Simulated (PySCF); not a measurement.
# Telling isomers of C7H11NOSi apart by NMR

- geometry from GFN2-xTB
- σ from GIAO-PBE0/pcSseg-1
- code: PySCF 2.14
- in vacuum, single conformer, one averaged value for each set of equivalent atoms, no relativistic terms

δ = σ(ref) − σ, references computed at the same level: TMS for 1H (σref 31.72) and 13C (σref 186.93). Where no couplings were computed, multiplicities follow the n + 1 count of equivalent neighbours, and m marks all less simple cases (inequivalent or close neighbours, rings, F or P nearby). Shifts are as computed. Against solution values, carbons near 30 ppm lie about +3 ppm off and those near 130 ppm about +5 ppm. Of 1211 compounds with measured shifts, 218 miss one by over three times the rms of a fit or turn the order of signals round; such compounds aren't used in these exercises. OH and NH positions are gas-phase values without hydrogen bonding to other molecules.

(1) Tabulate the signals of `NCc1cccc(O[SiH3])c1`, `C=CC(C=C)[C@@H](C#N)O[SiH3]`, `C/N=C/c1ccc([SiH2]C)o1`, `C=CCCc1cnoc1[SiH3]` and their relative energies.

(2) What is the quickest way to tell C/N=C/c1ccc([SiH2]C)o1 from C=CCCc1cnoc1[SiH3]?

(3) What is the quickest way to tell C=CC(C=C)[C@@H](C#N)O[SiH3] from C/N=C/c1ccc([SiH2]C)o1?

(4) What is the quickest way to tell C=CC(C=C)[C@@H](C#N)O[SiH3] from C=CCCc1cnoc1[SiH3]?

Results:

(1) 
```tsv
SMILES	carbon types	δC	δH	E rel. (kcal/mol)
NCc1cccc(O[SiH3])c1	2×C 4×CH 1×CH2	163.0, 155.8, 135.5, 125.0, 123.8, 116.4, 54.3	7.56 (m, 1H), 7.10 (s, 1H), 7.06 (d, 1H), 6.70 (d, 1H), 5.15 (s, 3H), 3.77 (s, 2H), 0.71 (br s, 2H)	0.0
C=CC(C=C)[C@@H](C#N)O[SiH3]	1×C 4×CH 2×CH2	144.1, 143.8, 126.6, 124.9, 122.7, 69.5, 60.3	6.48 (m, 1H), 6.35 (m, 1H), 5.67 (m, 1H), 5.61 (m, 1H), 5.59 (m, 1H), 5.50 (m, 1H), 4.90 (s, 3H), 4.31 (d, 1H), 2.98 (m, 1H)	52.8
C/N=C/c1ccc([SiH2]C)o1	2×C 3×CH 2×CH3	166.7, 159.7, 155.1, 129.7, 118.8, 52.4, -9.4	8.29 (s, 1H), 7.56 (m, 1H), 7.02 (m, 1H), 4.76 (q, 2H), 3.89 (s, 3H), 0.42 (t, 3H)	27.7
C=CCCc1cnoc1[SiH3]	2×C 2×CH 3×CH2	171.0, 153.3, 145.4, 137.0, 127.8, 41.8, 26.6	8.17 (s, 1H), 5.84 (m, 1H), 5.33 (m, 1H), 5.07 (m, 1H), 4.48 (s, 3H), 2.75 (t, 2H), 2.29 (m, 2H)	62.7
```

Energies are electronic energies at PBE0/pcSseg-1 on these geometries, without zero-point or thermal terms, each for the one conformer computed, which needn't be the lowest.

(2) Both give the same number of carbon signals, but DEPT or the intensities differ. The first has a methyl carbon bonded to N (CH3) at 52.4 ppm, the second a terminal =CH2 carbon at 127.8 ppm. Their most deshielded carbons lie at 166.7 and 171.0 ppm.

(3) Both give the same number of carbon signals, but DEPT or the intensities differ. The first has a terminal =CH2 carbon at 126.6 ppm, the second a methyl carbon bonded to N (CH3) at 52.4 ppm. Their most deshielded carbons lie at 144.1 and 166.7 ppm. In the proton spectra the most deshielded non-exchanging signals are 6.48 (m, 1H) and 8.29 (s, 1H).

(4) Both give the same number of carbon signals, but DEPT or the intensities differ. The first has an sp3 CH bonded to O, α to a nitrile at 69.5 ppm, the second an allylic sp3 CH2 at 41.8 ppm. Their most deshielded carbons lie at 144.1 and 171.0 ppm. In the proton spectra the most deshielded non-exchanging signals are 6.48 (m, 1H) and 8.17 (s, 1H).
